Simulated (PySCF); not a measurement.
Fill in the blanks.

C8H12.
Atom-mapped SMILES: `[CH3:1][CH2:2][C:3]#[C:4]/[CH:5]=[CH:6]/[CH2:7][CH3:8]` (hydrogens: H9, H10, H11 on C1; H12, H13 on C2; H14 on C5; H15 on C6; H16, H17 on C7; H18, H19, H20 on C8)

Conformer (atom-mapped SMILES and torsion angles): `[CH3:1][CH2:2][C:3]#[C:4]/[CH:5]=[CH:6]/[CH2:7][CH3:8]`: C5–C6–C7–C8 119°.

```json
{"property": "point group of the GFN2-xTB geometry", "level": "GFN2-xTB", "value": "?"}
{"property": "rotational constants A, B, C of the GFN2-xTB geometry", "level": "GFN2-xTB", "value": "6.418, 0.616, 0.584 GHz"}
{"property": "dipole moment", "level": "PBE0/def2-SVPD", "value": "0.37 D"}
{"property": "HOMO energy", "level": "PBE0/def2-SVPD", "value": "-6.40 eV"}
{"property": "LUMO energy", "level": "PBE0/def2-SVPD", "value": "?"}
{"property": "lowest singlet excitation", "level": "TDDFT PBE0/def2-SVPD", "value": "5.29 eV (234 nm, f = 0.002)"}
{"property": "strongest line among the 6 lowest singlet transitions", "level": "TDDFT PBE0/def2-SVPD", "value": "?"}
{"property": "lowest triplet excitation (Tamm–Dancoff)", "level": "TDA PBE0/def2-SVPD", "value": "?"}
{"property": "static isotropic polarisability", "level": "PBE0/def2-SVPD", "value": "105.0 au"}
{"property": "electronic spatial extent ⟨r²⟩ about the centre of nuclear charge", "level": "PBE0/def2-SVPD", "value": "1985 bohr²"}
{"property": "13C chemical shifts (computed TMS as zero) by class", "level": "GIAO PBE0/pcSseg-1", "value": "?"}
{"property": "1H chemical shifts (computed TMS as zero) by class", "level": "GIAO PBE0/pcSseg-1", "value": "6.36 (H15), 5.72 (H14), 2.49 (H12/H13), 2.17 (H16/H17), 1.23 (H9/H10/H11), 1.06 (H18/H19/H20) ppm"}
```

The electronic properties come from PySCF, for the isolated species, density fitting. NMR classes are plain means over equivalent atoms (diastereotopic ones count apart unless rotation or inversion swaps them), as if these changed places fast; in this geometry the members of some classes differ.

Give the point group of the GFN2-xTB geometry.

C1.

Give the LUMO energy.

-0.41 eV.

The strongest line among the 6 lowest singlet transitions?

S2 at 5.43 eV (228 nm, f = 0.488).

Give the lowest triplet excitation (Tamm–Dancoff).

3.39 eV.

Give the 13C chemical shifts (computed TMS as zero) by class.

155.3 (C6), 116.5 (C5), 100.0 (C3), 86.2 (C4), 32.9 (C7), 17.2 (C8), 17.1 (C1), 16.5 (C2) ppm.

The vertical singlet–triplet gap S1 − T1 is 1.90 eV (TDDFT singlet less Tamm–Dancoff triplet; S1: HOMO−1→LUMO, weight 0.97; T1: HOMO→LUMO, weight 0.94). With B = h/(8π²I), that is 505.379 GHz u Å² over I, the principal moments of inertia are 78.7, 820.1 and 865.1 u Å² (most abundant isotopes). The principal polarisabilities are 72.3, 84.3 and 158.6 au; their mean is the isotropic value.

For the NMR shielding job (PBE0/pcSseg-1), time: 39 s wall (with the writing of density and orbital grids); peak memory 0.84 GiB. Hardware: Intel Xeon Platinum 8488C, one thread, shared host with 192 logical CPUs at a one-minute load of 53.

One conformer stands for the species.
